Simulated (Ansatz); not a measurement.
Gas-phase electronic energies from Ansatz, PBE0-D4/def2-TZVP geometries. CCSD(T)/CBS adds triple-zeta CCSD(T) − MP2 to the extrapolated MP2 energy (def2 sets, frozen cores). DFT in def2-TZVPP. B3LYP here is the variant with VWN-RPA as its local correlation; programs differ in this. For Ge outer-core shells are correlated without core-valence functions, which leaves a few kJ/mol of doubt a bond. Scalar relativity is left out up to krypton. One conformer a species, not always the lowest.

`NB(F)[O][GeH3]` + `CSC` → `CSCB(N)F` + `[OH][GeH3]`  (formal exchange of groups at a B–O bond)

```json
{"level": "PBE-D4", "ΔE (kJ/mol)": "109.7", "difference from CCSD(T)/CBS": "-8.7"}
{"level": "B3LYP-D4", "ΔE (kJ/mol)": "121.9", "difference from CCSD(T)/CBS": "3.5"}
{"level": "ωB97X-V", "ΔE (kJ/mol)": "119.4", "difference from CCSD(T)/CBS": "1.0"}
{"level": "ωB97M-V", "ΔE (kJ/mol)": "119.3", "difference from CCSD(T)/CBS": "0.9"}
{"level": "B2PLYP", "ΔE (kJ/mol)": "123.8", "difference from CCSD(T)/CBS": "5.4"}
{"level": "r2SCAN", "ΔE (kJ/mol)": "121.0", "difference from CCSD(T)/CBS": "2.6"}
{"level": "PBE0", "ΔE (kJ/mol)": "116.5", "difference from CCSD(T)/CBS": "-1.9"}
{"level": "B3LYP", "ΔE (kJ/mol)": "124.5", "difference from CCSD(T)/CBS": "6.1"}
{"level": "HF/def2-TZVPP", "ΔE (kJ/mol)": "142.0", "difference from CCSD(T)/CBS": "23.6"}
{"level": "MP2/def2-TZVPP", "ΔE (kJ/mol)": "119.8", "difference from CCSD(T)/CBS": "1.4"}
{"level": "SCS-MP2/def2-TZVPP", "ΔE (kJ/mol)": "123.4", "difference from CCSD(T)/CBS": "5.0"}
{"level": "CCSD/def2-TZVPP", "ΔE (kJ/mol)": "124.1", "difference from CCSD(T)/CBS": "5.7"}
{"level": "CCSD(T)/def2-TZVPP", "ΔE (kJ/mol)": "121.2", "difference from CCSD(T)/CBS": "2.8"}
{"level": "HF/def2-QZVPP", "ΔE (kJ/mol)": "142.5", "difference from CCSD(T)/CBS": "24.1"}
{"level": "MP2/def2-QZVPP", "ΔE (kJ/mol)": "118.3", "difference from CCSD(T)/CBS": "-0.1"}
{"level": "CCSD/CBS(def2)", "ΔE (kJ/mol)": "121.3", "difference from CCSD(T)/CBS": "2.9"}
{"level": "CCSD(T)/CBS", "ΔE (kJ/mol)": "118.4", "difference from CCSD(T)/CBS": "0"}
```

Largest T1 diagnostic among the species: 0.012.

In def2-TZVPP, CCSD(T) changes the Hartree–Fock value by −20.8 kJ/mol (the triples alone add −3.0 kJ/mol) and MP2 by −22.2 kJ/mol. From PBE to PBE0 (25 % exact exchange), in def2-TZVPP and without D4, ΔE moves by +5.1 kJ/mol.
